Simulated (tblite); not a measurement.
Torsional barriers computed with GFN2-xTB (tblite), climbing-image nudged elastic band, gas phase; electronic energies of the top image counted from the start geometry. The bands met a force threshold of 0.05 eV/Å; their tops weren't refined or checked by frequencies and can lie a kcal/mol or more above the method's true saddle points. Atom numbers follow the mapped SMILES.

Problem. Rank the forward barriers of these bands, lowest first.
A. `[CH3:1][S:2][C:3]1([C:4](=[O:5])[O-:6])[CH2:7][CH2:8]1` (charge -1): C8–C3–S2–C1 from -156° to -38°
B. `[CH3:1][CH2:2][C@:3]1([F:4])[CH:5]=[CH:6][C:7]1=[O:8]`: C1–C2–C3–C7 from -47° to 68°
C. `[CH3:1][CH2:2][C@@H:3]([F:4])[Se:5][CH3:6]`: C1–C2–C3–F4 from 177° to -63°
D. `[CH2:1]=[C:2]1[CH2:3][CH:4]([CH:5]([F:6])[F:7])[CH2:8]1`: F7–C5–C4–C8 from -172° to -57°

Solution. B (2.0 kcal/mol), D (2.4 kcal/mol), C (2.9 kcal/mol), A (6.3 kcal/mol).

| SMILES | ends of the turned bond | barrier (kcal/mol) | end above start (kcal/mol) | dihedral at top (°) | bond at start (Å) | bond at top (Å) | Eyring rate at 298 K (s⁻¹) |
| --- | --- | --- | --- | --- | --- | --- | --- |
| CC[C@]1(F)C=CC1=O | chain CH2 carbon / sp3 C–F carbon | 2.0 | 0.4 | 12 | 1.521 | 1.529 | 2 × 10^11 |
| C=C1CC(C(F)F)C1 | CHF2 carbon / four-membered-ring carbon | 2.4 | 0.6 | -116 | 1.514 | 1.528 | 1 × 10^11 |
| CC[C@@H](F)[Se]C | chain CH2 carbon / sp3 C–F carbon | 2.9 | 0.2 | -122 | 1.516 | 1.529 | 4 × 10^10 |
| CSC1(C(=O)[O-])CC1 | sp3 carbon bound to sulfur / sulfide sulfur | 6.3 | 4.2 | -82 | 1.802 | 1.805 | 1 × 10^8 |

Rates take the electronic barrier for the free energy of activation. GFN2-xTB barriers can miss by several kcal/mol, and conformer orders can be wrong, so the ranking may change at better levels.
